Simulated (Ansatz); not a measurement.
Geometry optimisation, Ansatz, DFT PBEsol, scalar-relativistic, plane waves, PAW.

Input file:

```yaml
crystal:
  lattice:
    - [-3.65, -6.321985, 0.0]
    - [5.475, -3.160993, 0.0]
    - [0.0, 0.0, 11.4683]
  atoms:
    - { symbol: "Y", position: [0.75000002, 0.50000002, 0.0] }
    - { symbol: "Y", position: [0.50000002, 0.33333334, 0.25] }
    - { symbol: "Y", position: [0.75000002, 0.50000002, 0.5] }
    - { symbol: "Y", position: [0.50000002, 0.33333334, 0.75] }
    - { symbol: "Y", position: [0.50000003, 2.0e-08, 0.0] }
    - { symbol: "Y", position: [0.24999999, 0.83333332, 0.25] }
    - { symbol: "Y", position: [0.50000003, 2.0e-08, 0.5] }
    - { symbol: "Y", position: [0.24999999, 0.83333332, 0.75] }
    - { symbol: "Y", position: [0.25, 0.5, 0.0] }
    - { symbol: "Y", position: [-1.0e-08, 0.33333333, 0.25] }
    - { symbol: "Y", position: [0.25, 0.5, 0.5] }
    - { symbol: "Y", position: [-1.0e-08, 0.33333333, 0.75] }
    - { symbol: "Y", position: [0.0, 0.0, 0.0] }
    - { symbol: "Y", position: [0.75000001, 0.83333334, 0.25] }
    - { symbol: "Y", position: [0.0, 0.0, 0.5] }
    - { symbol: "Y", position: [0.75000001, 0.83333334, 0.75] }
    - { symbol: C, position: [0.75143651, 0.83172257, -0.0577436] }
basis:
  ecutwfc: 420.0
kpoints:
  mp_grid: { grid: [3, 3, 2] }
hamiltonian:
  xc: pbesol
scf:
  occupations: { method: gaussian, width: 0.05 }
  lower_state_search: "off"
relax:
  f_tol: 0.03
  max_steps: 60
  adjacent_minimum: "off"
```

Launched with:

```bash
$ ansatz run input.yaml --threads 4 --pin off --max-ram 10240MiB --backend cpu --events-out ev --progress --plain --runs-dir out
```

**Question.** Where does it end, and by what steps?

**Answer.** The forces met the threshold. The force dipped under the threshold on the way, but the program's further checks kept it going. Limits of this set-up: coarse k mesh. After 8 steps the energy has fallen by 0.272 eV; C17 moved furthest, 0.61 Å. Joined: Y14–C17 (3.53 → 2.54 Å).

```
step  energy less start (eV)  largest force component (eV/Å)  accepted
   0                  0.0000                           0.703       yes
   1                 -0.1406                           0.425       yes
   2                 -0.1778                           0.208       yes
   3                 -0.1917                           0.194       yes
   4                 -0.2268                           0.209       yes
   5                 -0.2550                           0.189       yes
   6                 -0.2675                           0.079       yes
   7                 -0.2718                           0.024       yes
   8                 -0.2718                           0.024       yes
```

```xyz
17
Lattice="-3.6500 -6.3220 0.0000 5.4750 -3.1610 0.0000 0.0000 0.0000 11.4683" Properties=species:S:1:pos:R:3
Y -0.156 -6.231 -0.026
Y 0.019 -4.180 2.900
Y 0.034 -6.342 5.686
Y 0.023 -4.184 8.492
Y -1.711 -3.063 -0.040
Y 3.647 -4.214 2.944
Y -1.841 -3.189 5.696
Y 3.657 -4.220 8.448
Y 1.880 -3.191 -0.033
Y 1.805 -1.087 2.901
Y 1.790 -3.142 5.697
Y 1.810 -1.090 8.492
Y -0.028 -0.149 -0.040
Y 1.823 -7.376 2.484
Y 0.015 0.026 5.696
Y 1.830 -7.381 8.902
C 1.814 -7.370 -0.052
```

Run time: 58 s on 4 threads of Intel(R) Xeon(R) Platinum 8488C (Sapphire Rapids), on a shared host, peak memory 1.6 GiB.
